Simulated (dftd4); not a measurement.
ClPb (SMILES [Cl][Pb]), doublet, at a GFN2-xTB geometry (such geometries of metal compounds can be far from the true shape) (the spin is typed, not shown lowest); D4 for r2scan run with dftd4.

Input for dftd4:
```
$ dftd4 mol.xyz --func r2scan --charge 0 --json dftd4.json --noedisp

# file mol.xyz
2

Pb    -0.00000000    -0.00000000    -0.43472468
Cl     0.00000000     0.00000000     2.09690730
```

Question: Write the output that dftd4 gives for this input, abridged.

Answer: 
```
                    ____  _____ _____     ____  _  _
      -------------|  _ \|  ___|_   _|---|  _ \| || |------------
     |             | | | | |_    | | ___ | | | | || |_           |
     |             | |_| |  _|   | ||___|| |_| |__   _|          |
     |             |____/|_|     |_|     |____/   |_|            |
     |             ===================================           |
     |            E. Caldeweyher, S. Ehlert & S. Grimme          |
     |          Mulliken Center for Theoretical Chemistry        |
     |                    University of Bonn                     |
      -----------------------------------------------------------

Rational (Becke-Johnson) damping: r2scan-D4-ATM
---------------------
  s6         1.0000
  s8         0.6019
  s9         1.0000
  a1         0.5156
  a2         5.7734
 alp        16.0000
--------------------

Dispersion energy:      -2.7441066888931E-04 Eh

[Info] JSON dump of results written to 'dftd4.json'
```
